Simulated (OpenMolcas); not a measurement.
Co+.

| Property | Result |
| --- | --- |
| Program | OpenMolcas |
| Basis | ANO-RCC-VTZP [6s5p3d2f1g] |
| Scalar Hamiltonian | DKH2, point nucleus |
| Active space | 8 electrons in 5 orbitals (3d) |
| State averaging | 2S+1 = 3 even, 10 roots; 2S+1 = 1 even, 15 roots |
| Spin-orbit coupling | RASSI with atomic mean-field integrals over the reference wave functions, term energies averaged over their components |

Two sets of levels on these reference wave functions, in eV above 3d8 3F4: one from CASSCF and one from SS-CASPT2, IPEA 0.25 Eh, imaginary shift 0.1 Eh (closed shells correlated: 3s 3p).

```csv
Level,Set 1,Set 2
3d8 3F4,0.0000,0.0000
3d8 3F3,0.1197,0.1195
3d8 3F2,0.2011,0.2029
3d8 1D2,1.341,1.790
3d8 3P2,1.728,2.174
3d8 3P1,1.767,2.213
3d8 3P0,1.791,2.238
3d8 1G4,2.356,2.781
3d8 1S0,5.406,6.712
```

**Question.** Which set is which?

**Answer.** Set 1 is SS-CASPT2. Its levels of the other terms of 3d8 lie at 0.75 to 0.85 of the other set's values, as expected, since terms of lower spin or lower L gain more correlation energy than the Hund ground term.

Term energies are means over components that CASPT2 splits; among the terms shown or strongly mixed into the levels shown the widest spread is 990 cm-1 (3d8 1G, SS-CASPT2). Without dynamic correlation excited terms often stand tens of per cent too high (terms of higher spin than the ground term too low), and those without a measured partner can miss by more than the paired ones (holds for CASSCF). Only configurations of the active space appear.
